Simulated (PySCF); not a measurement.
H$_{4}$BFOSi, singlet, at a GFN2-xTB geometry. Base run: PySCF with B3LYP/6-31G*, polarisability.

Here is a job for PySCF.
```python
from pyscf import gto, scf, dft
from pyscf.prop import polarizability

mol = gto.M(
    atom='''
B     0.31639535   -0.27710746    0.33821130
F     1.63279525   -0.44084850    0.09019323
O    -0.14638599   -0.83967889    1.45119126
H     0.47847073   -1.32136809    2.00038336
Si   -0.85820610    0.73643461   -0.88458140
H    -2.22179807    0.89199869   -0.36885763
H    -0.98669639    0.09727435   -2.20248271
H    -0.36113687    2.09261550   -1.15722923
''',
    basis='6-31g*',
    verbose=4,
)

mf = dft.RKS(mol)
mf.xc = 'b3lyp'
mf.kernel()
alpha = mf.Polarizability().polarizability()[2, 2]
print('alpha_zz =', alpha)
```

The base run was repeated with changes; each row names its change, and settings that it needs were set with it.

```csv
change,alpha_zz (bohr³),basis functions,core-seconds (rough)
base,39.98,68,10
finite field (a.u.) = 0.005; conv_tol = 1e-11,39.98,68,10
finite field (a.u.) = 2e-4; conv_tol = 1e-6,38.55,68,7
finite field (a.u.) = 0.001; conv_tol = 1e-6,40.00,68,10
finite field (a.u.) = 0.05; conv_tol = 1e-11,40.90,68,20
functional = hf,35.49,68,1
basis = STO-3G,23.02,28,5
finite field (a.u.) = 2e-4; conv_tol = 1e-11,39.98,68,10
functional = pbe0,39.91,68,10
basis = 6-31+G*,45.54,84,10
finite field (a.u.) = 0.02; conv_tol = 1e-11,40.11,68,10
basis = def2-SVPD,(withheld),(withheld),30
```

**Question.** Fill in the missing entries.

**Answer.** 
- basis = def2-SVPD, alpha_zz (bohr³): 50.47
- basis = def2-SVPD, basis functions: 122

Finite-field rows take the second difference of the energy in a field along z; a small field with loose convergence shows SCF noise divided by the square of the field, and a large one adds hyperpolarisability.
